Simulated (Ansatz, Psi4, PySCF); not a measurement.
HOSi (SMILES [OH+]=[Si]), charge +1, singlet, at a GFN2-xTB geometry. Base run: PySCF with MP2/aug-cc-pVDZ.

Input for PySCF:
```python
from pyscf import gto, scf, mp

mol = gto.M(
    atom='''
O    -0.00000000   -0.00000000   -0.88835384
Si    0.00000000    0.00000000    0.64027396
H    -0.00000000   -0.00000000   -1.85700467
''',
    basis='aug-cc-pvdz',
    charge=1,
    verbose=4,
)

mf = scf.RHF(mol)
mf.kernel()

pt = mp.MP2(mf)
pt.kernel()
print('E(MP2) = %.10f' % pt.e_tot)
```

The same geometry, method and basis name were run in Ansatz (a quantum-chemistry and plane-wave program) and Psi4 and PySCF, at each program's defaults and at the settings that a row names. The base is PySCF at its defaults. Differences at the defaults can come from grids, fitting, cores and function types together.

```csv
code and settings,ΔE vs base (mEh),basis functions,E (Eh),SCF cycles
"PySCF, defaults (exact integrals, spherical functions, all electrons correlated)",0.000,59,-364.40459,9
"Psi4, defaults (density fitting with its default set, spherical functions, all electrons correlated)",(withheld),59,(withheld),10
"Ansatz, defaults (factorised integrals, spherical functions, frozen core)",10.655,59,-364.39393,-
"PySCF, frozen core",10.653,59,-364.39393,9
"Psi4, exact integrals, spherical functions, frozen core",10.653,59,-364.39393,10
"Ansatz, high accuracy, frozen core",10.653,59,-364.39393,-
```

### Question
Some entries are withheld; supply them.

### Answer

- Psi4, defaults (density fitting with its default set, spherical functions, all electrons correlated), ΔE vs base (mEh): 0.093
- Psi4, defaults (density fitting with its default set, spherical functions, all electrons correlated), E (Eh): -364.40449
